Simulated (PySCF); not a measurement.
## `C=C(F)/C(F)=C\Br`, C$_{4}$H$_{3}$BrF$_{2}$

Geometry (Å), atoms numbered from 1 in this order:
```xyz
10

C    -1.811    0.581    0.056
C    -0.729   -0.192    0.171
F    -0.820   -1.431    0.643
C     0.623    0.225   -0.195
F     0.649    1.466   -0.692
C     1.798   -0.415   -0.104
Br    2.115   -2.129    0.540
H    -2.787    0.197    0.351
H    -1.719    1.593   -0.334
H     2.691    0.113   -0.445
```

Method: TDDFT CAM-B3LYP/def2-TZVPD circular dichroism and optical rotation, one conformer, gas phase in PySCF. Geometry: PBE0-D3(BJ)/def2-SVP.

The calculation is non-relativistic, which matters for the atoms heavier than Zn. No stereocentre is labelled: unless the shape is locked (an allene, a helicene, a hindered biaryl), the mirror image is equally populated and a measured rotation or CD is zero.

Task: Which excitations and rotatory strengths does the calculation give?

Result: Rotatory strengths R in 10⁻⁴⁰ esu² cm², velocity form and length form (origin at the centre of mass); f in length form.
```csv
state,E (eV),λ (nm),f,R (velocity),R (length),main
1,5.23,237,0.616,+2.1,+2.1,HOMO→LUMO 0.98
2,5.52,224,0.001,-0.2,-0.2,"HOMO→LUMO+1 0.72, HOMO→LUMO+7 0.13"
3,6.06,205,1e-05,-0.2,-0.2,HOMO−1→LUMO 0.96
4,6.38,194,0.014,-0.6,-0.5,HOMO→LUMO+2 0.86
5,6.59,188,0.064,-1.5,-1.5,"HOMO−2→LUMO 0.85, HOMO−1→LUMO+1 0.09"
6,6.61,188,0.005,-0.3,-0.3,"HOMO−1→LUMO+1 0.67, HOMO−1→LUMO+7 0.12"
7,6.83,181,0.010,-1.5,-1.4,HOMO→LUMO+3 0.81
8,7.31,170,0.005,+0.3,+0.3,"HOMO→LUMO+5 0.42, HOMO→LUMO+6 0.18"
9,7.45,166,0.013,-0.1,-0.2,HOMO→LUMO+4 0.91
10,7.49,165,0.0001,+0.6,+0.7,"HOMO→LUMO+6 0.24, HOMO→LUMO+5 0.21"
11,7.66,162,0.019,-0.5,-0.5,"HOMO→LUMO+7 0.49, HOMO→LUMO+6 0.16"
12,7.77,160,0.035,-1.2,-1.1,HOMO−1→LUMO+2 0.70
```

Among the states computed, the strongest CD band (largest |R|) is state 1. The largest dissymmetry factor in size, g = 4R/(D+G), with D and G the electric and magnetic dipole strengths, is +0.055 for state 10 (velocity form, f = 0.0001), among bands with |R| over 0.5. The mirror image has the same energies and oscillator strengths and all R with the opposite sign.
